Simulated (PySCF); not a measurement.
**Bond length, frequency and bond energy of CaH by level of theory**

State: ²Σ⁺ (doublet), unpaired electrons σ ↑. Set-up: PySCF, no relativity, basis sets Ca pcseg-2, H pcseg-2. De refers to Ca + H in their ground configurations, without counterpoise correction. The functionals are run spin-unrestricted. A positive dipole means Ca(−)H(+).

```tsv
Level	Re (Å)	ωe (cm⁻¹)	De (eV)	μ (D)
UHF	2.049	1303	1.49	-2.53
UHF-MP2	2.013	1329	1.53	n/a
UHF-SCS-MP2	2.017	1327	1.60	n/a
UHF-CCSD	2.024	1300	1.64	n/a
UHF-CCSD(T)	2.023	1296	1.62	n/a
PBE	1.974	1292	1.99	-2.51
r²SCAN	1.974	1319	2.22	-2.65
PBE0	1.980	1314	1.94	-2.47
B97-3	1.998	1279	1.83	-2.37
M06	1.988	1323	1.63	-2.79
BHandHLYP	1.995	1318	1.89	-2.77
CAM-B3LYP	1.985	1317	1.99	-2.77
```

The bond length runs from 1.974 Å (PBE) to 2.049 Å (UHF). De spans 1.49 eV (UHF, mean field) to 2.22 eV (r²SCAN, meta-GGA). Correlation at CCSD(T) changes the Hartree–Fock bond energy by +0.13 eV; the triples alone change it by -0.02 eV.

Correlated steps freeze 5 core orbitals. The state is the lowest determinant that a PBE0 search found; another state may lie lower at other levels.

The whole job (state search and all levels along the bond) took about 2.4 min on 1 thread of AMD EPYC 7R43 64-Core (shared host), peak memory 0.51 GiB.
